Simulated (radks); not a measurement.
Valence configurations of Sr (all share [Kr]). Calculated with a radial shooting solver on a logarithmic mesh with Libxc functionals: Dirac Kohn-Sham, PBE, spin-unpolarised, spherical densities, finite nucleus; open shells fill j = l - 1/2 first; Fermi nuclear charge, rms radius 4.224 fm. Energies are relative to 5s2; eigenvalues in eV.

valence          E (eV)  e(4d3/2)  e(5p1/2)  e(5s1/2)
5s2               0.000         -         -    -3.526
4d2               4.682    -0.881         -         -
5p2               4.605         -    -2.282         -
5s1 5p1           2.252         -    -1.849    -4.153
4d1.5 5p0.5       4.483    -1.160    -1.488         -
4d1 5s1           2.303    -0.918         -    -3.278
5s1.5 5p0.5       1.113         -    -1.601    -3.854
4d1 5p1           4.368    -1.587    -1.701         -
4d1 5s0.5 5p0.5   3.327    -1.254    -1.480    -3.546
5s0.5 5p1.5       3.416         -    -2.076    -4.428

NIST lists [Kr] 5s2 as the ground configuration; this level of theory agrees among the configurations tried. The energies are those of spherical spin-averaged densities, not of single terms.
